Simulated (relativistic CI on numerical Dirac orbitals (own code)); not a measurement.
Calculated at this level of theory: Dirac-Coulomb-Breit CI, separate exchange-only KLI orbitals for each configuration, QED by a radiative potential, unscaled Slater integrals (own radial code, finite nucleus).

Configuration list: 1s2, 1s 2s, 1s 2p, 1s 3s, 1s 3p, 1s 3d, 1s 4s, 1s 4p, 1s 4d, 1s 4f, 1s 5s, 1s 5p, 1s 5d, 1s 5f, 1s 5g, 1s 6s, 1s 6p, 1s 6d. Levels of other configurations are missing.

At this charge energies of transitions that change n are usually good to better than 1 %, and those within a shell (Δn = 0) to a few per cent.

Outline of the computed level scheme of Co XXVI. Lowest level of each configuration: 1s2 1S_0 at 0.00 eV; 1s 2s 3S_1 at 7171.95 eV; 1s 2p 3P°_0 at 7202.38 eV; 1s 3s 3S_1 at 8498.78 eV; 1s 3p 3P°_0 at 8507.18 eV; 1s 3d 3D_2 at 8517.44 eV; 1s 4s 3S_1 at 8958.32 eV; 1s 4p 3P°_0 at 8961.78 eV; 1s 4d 3D_2 at 8966.07 eV.

Some strong electric-dipole decays among the lowest 27 levels: 1s 2p 1P°_1 → 1s2 1S_0 (5.4e+14 s⁻¹); 1s 3p 1P°_1 → 1s2 1S_0 (1.5e+14 s⁻¹); 1s 4p 1P°_1 → 1s2 1S_0 (6.2e+13 s⁻¹); 1s 2p 3P°_1 → 1s2 1S_0 (5.9e+13 s⁻¹); 1s 3d 3D_3 → 1s 2p 3P°_2 (3.0e+13 s⁻¹); 1s 3d 1D_2 → 1s 2p 1P°_1 (2.5e+13 s⁻¹); 1s 3d 3D_2 → 1s 2p 3P°_1 (2.2e+13 s⁻¹); 1s 3p 3P°_1 → 1s2 1S_0 (1.7e+13 s⁻¹).

LS names give the leading component of a level, which can be under half, so a name can repeat, a term be missing and a line seem to break the LS rules.
